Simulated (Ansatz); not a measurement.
Calculated with Ansatz (gas phase, PBE0-D4/def2-TZVP geometries, no zero-point term in ΔE). CCSD(T)/CBS is the MP2 limit (def2-TZVPP, def2-QZVPP) plus CCSD(T) − MP2 in def2-TZVPP, frozen cores. This one scheme is used for every species. One conformer a species, not always the lowest.

Consider the ligand exchange at the Si–C bond: `C=C(F)[SiH2]Cl` + `CO[SiH2]N` → `CO[SiH2]N[SiH2]Cl` + `C=CF`.

`C=C(F)[SiH2]Cl`:

Z-matrix (Å, degrees):
```
Si
Cl 1 2.050
C 1 1.869 2 110.0
H 1 1.480 2 107.6 3 -120.5
H 1 1.480 2 109.2 3 117.9
F 3 1.349 1 115.3 2 -63.2
C 3 1.324 1 125.1 2 117.9
H 7 1.082 3 119.6 1 -1.6
H 7 1.085 3 121.7 1 178.6
```

`CO[SiH2]N`:

Cartesian coordinates in Å:
```
C -0.265 0.203 1.698
O -0.907 0.541 0.494
Si -0.138 0.522 -0.960
N 0.460 -0.986 -1.485
H 0.035 -0.851 1.711
H 0.628 0.819 1.867
H -0.961 0.374 2.521
H 1.057 1.408 -0.889
H -1.177 1.004 -1.896
H 1.403 -1.283 -1.304
H -0.135 -1.751 -1.757
```

`CO[SiH2]N[SiH2]Cl`:

Z-matrix (Å, degrees):
```
C
O 1 1.410
H 1 1.091 2 108.2
H 1 1.095 2 111.2 3 119.2
H 1 1.097 2 111.4 3 -119.1
Si 2 1.635 1 123.6 3 176.3
N 6 1.730 2 113.3 1 58.2
H 6 1.488 2 111.2 1 -60.1
H 6 1.477 2 104.1 1 178.3
Si 7 1.709 6 127.0 2 60.7
H 7 1.010 6 115.6 2 -107.6
Cl 10 2.066 7 112.7 6 -92.2
H 10 1.478 7 107.9 6 25.7
H 10 1.479 7 110.8 6 149.8
```

`C=CF`:

```xyz
6

C    -0.573    0.310   -0.260
C     0.536   -0.208    0.225
F     0.643   -1.503    0.537
H    -1.454   -0.296   -0.430
H    -0.605    1.364   -0.494
H     1.454    0.334    0.421
```

| species | CCSD(T)/CBS(def2) energy (Eh) |
| --- | --- |
| `C=C(F)[SiH2]Cl` | -927.17712 |
| `CO[SiH2]N` | -461.28168 |
| `CO[SiH2]N[SiH2]Cl` | -1210.82393 |
| `C=CF` | -177.66469 |

Work out ΔE.

ΔE = (-1210.82393) + (-177.66469) − (-927.17712) − (-461.28168) = -0.02982 Eh = -18.7 kcal/mol.

Largest T1 diagnostic among the species: 0.012.

The D4 term adds −1.6 kcal/mol with B3LYP and −1.0 kcal/mol with PBE0; it sums over pairs of atoms, weighted by their polarisabilities, and B3LYP, whose exchange is more repulsive, gets the larger term. From PBE to PBE0 (25 % exact exchange), in def2-TZVPP and without D4, ΔE moves by −1.2 kcal/mol.

B3LYP here is the variant with VWN-RPA as its local correlation; programs differ in this.
